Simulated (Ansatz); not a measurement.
Frontier orbitals of `[BH3-][AsH3+]`.

```json
{"atom": "B1", "x (Å)": "-0.926", "y (Å)": "-0.599", "z (Å)": "-0.467"}
{"atom": "As2", "x (Å)": "0.658", "y (Å)": "0.426", "z (Å)": "0.332"}
{"atom": "H3", "x (Å)": "-1.544", "y (Å)": "0.269", "z (Å)": "-1.034"}
{"atom": "H4", "x (Å)": "-1.462", "y (Å)": "-1.059", "z (Å)": "0.511"}
{"atom": "H5", "x (Å)": "-0.385", "y (Å)": "-1.402", "z (Å)": "-1.186"}
{"atom": "H6", "x (Å)": "1.594", "y (Å)": "1.155", "z (Å)": "-0.598"}
{"atom": "H7", "x (Å)": "0.385", "y (Å)": "1.544", "z (Å)": "1.304"}
{"atom": "H8", "x (Å)": "1.680", "y (Å)": "-0.334", "z (Å)": "1.137"}
```

The species carries charge 0 and has multiplicity 1. Correlated methods include outer-core shells of As, which these sets cover unevenly. Scalar relativity is left out up to krypton. The structure was optimised at the PBE0-D4/def2-TZVP level. Basis def2-TZVPP, the Gaussian-basis code of Ansatz.

A caution on the coupled-cluster cation, which keeps the state that its UHF reference found: large T1 diagnostic of the cation.

| functional | HOMO (eV) | LUMO (eV) |
| --- | --- | --- |
| PBE | -7.31 | -0.76 |

Problem. Give HOMO and LUMO (eV) with LDA (SPW92), revPBE, BLYP, r2SCAN, B97M-V, PBE0, B3LYP, r2SCANh, r2SCAN0, HSE06 (plane-wave form), BHLYP, CAM-B3LYP, LC-ωPBE, ωB97X-V, ωB97M-V, HF. (Estimate.)

Solution. Ansatz gave: 
```csv
functional,HOMO,LUMO
LDA (SPW92),-7.32,-0.95
revPBE,-7.29,-0.69
BLYP,-7.25,-0.77
r2SCAN,-7.62,-0.21
B97M-V,-7.70,-0.64
PBE0,-8.64,0.10
B3LYP,-8.47,-0.24
r2SCANh,-8.11,0.07
r2SCAN0,-8.85,0.47
HSE06 (plane-wave form),-8.23,-0.27
BHLYP,-9.87,0.82
CAM-B3LYP,-10.09,0.92
LC-ωPBE,-11.44,2.19
ωB97X-V,-11.10,2.03
ωB97M-V,-10.96,1.69
HF,-11.49,2.93
```

B3LYP here is the variant with VWN-RPA as its local correlation; programs differ in this. LC-ωPBE has ω = 0.4 bohr⁻¹. Positive LUMOs are unbound and depend on the basis.
